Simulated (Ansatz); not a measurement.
C5H7O (SMILES O=C1[CH]CCC1), doublet, at a GFN2-xTB geometry; B3LYP5/STO-3G (Ansatz, a program for electronic structure).

Here is a job for Ansatz.
Ansatz 0.2 input:
```yaml
crystal:
  periodic: [false, false, false]
  atoms:
    - {symbol: O, position_ang: [-1.82573338, -0.64971205, 0.89879988]}
    - {symbol: C, position_ang: [-0.77375909, -0.31313800, 0.37082882]}
    - {symbol: C, position_ang: [0.47307306, -0.99544363, 0.42351030]}
    - {symbol: C, position_ang: [1.51669687, -0.29946568, -0.34396356]}
    - {symbol: C, position_ang: [0.93352357, 1.09690470, -0.61562325]}
    - {symbol: C, position_ang: [-0.58130129, 0.92105097, -0.50503971]}
    - {symbol: H, position_ang: [0.62167536, -1.93475276, 0.92596102]}
    - {symbol: H, position_ang: [2.47468566, -0.27317861, 0.18213016]}
    - {symbol: H, position_ang: [1.70193143, -0.83356765, -1.28581745]}
    - {symbol: H, position_ang: [1.28222283, 1.78856572, 0.15238514]}
    - {symbol: H, position_ang: [1.23813668, 1.48806895, -1.58492652]}
    - {symbol: H, position_ang: [-1.03318178, 0.71800635, -1.47861491]}
    - {symbol: H, position_ang: [-1.08900190, 1.78510426, -0.07979190]}
basis:
  gaussian:
    orbitals: STO-3G
hamiltonian:
  xc: b3lyp5
magnetization: {spin_polarized: true, initial_magnetization: 1}
```

The log (banner, timings and long lists left out):

```
Functional definition: B3LYP5
525 factors; integrals over basis functions are off by at most 4.5e-5 eV
mean field evaluation 1: about -7245.2677 eV, gradient 1.8e1 eV
mean field evaluation 2: about -7221.8742 eV, gradient 6.5e1 eV
mean field evaluation 4: about -7247.4966 eV, gradient 2.4e0 eV
mean field evaluation 8: about -7247.4927 eV, gradient 9.5e-2 eV
mean field evaluation 16: about -7247.4930 eV, gradient 1.1e-3 eV
mean field -7247.49296260 eV, -266.3404538483 hartree, gradient 3.4e-5 eV, S^2 0.778135; 2 other end points of the search recorded, 0 dependent functions left out
reference -7247.49314703 eV, -266.3404606262 hartree; 23, 22 occupied and 14, 15 virtual orbitals, 525 factors
Total energy: -7247.49314703 eV, -266.3404606262 hartree
```
